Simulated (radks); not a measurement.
The mean radii <r> (bohr) of the occupied orbitals of an atom or ion are listed with their occupations. All-electron calculation, scalar-relativistic Kohn-Sham, BLYP, spin-unpolarised, spherical densities, point nucleus. Program: a radial shooting solver on a logarithmic mesh with Libxc functionals.

orbital  occ.      <r>
1s          2  0.01932
2s          2  0.08183
2p          6  0.07292
3s          2   0.2126
3p          6   0.2123
3d         10   0.1925
4s          2   0.4768
4p          6   0.5060
4d         10   0.5431
5s          2    1.119
5p          6    1.281
4f         12   0.6557

Name the element and its charge.

Answer. Z = 71, lutetium, charge +5: Lu5+ in [Xe] 4f12. The 1s radius gives Z: for a bare nucleus <r> = (2 gamma + 1)/(2Z) with gamma = sqrt(1 - (Z/c)^2), 0.01909 bohr for Z = 71, and screening makes it slightly larger (0.01932 here). The occupations add up to 66, and the charge is Z minus that.
